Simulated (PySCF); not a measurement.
Gas-phase reaction: I2 + SiI2 ⇌ SiI4

Method: PySCF energies plus ideal-gas RRHO corrections (1 bar). † marks an energy on the PBE0/def2-TZVP geometry and frequencies; other levels use their own. All species are closed-shell singlets. B3LYP is the form with VWN-RPA correlation. I: scalar-relativistic def2 core potential, no spin-orbit coupling.

PBE/def2-SVP gives ΔH°(298 K) = -249 kJ.

### Question
What do LDA/def2-TZVP†, B3LYP/def2-TZVP†, PBE/def2-TZVP† give?

### Answer
LDA/def2-TZVP†: -293 kJ; B3LYP/def2-TZVP†: -229 kJ; PBE/def2-TZVP†: -251 kJ. For scale, ΔH°(298 K) is -249 kJ at this level, -279 kJ at ωB97M-V/def2-TZVP†, and runs from -329 to -184 kJ over the 17 levels computed († marks an energy on the PBE0/def2-TZVP geometry).
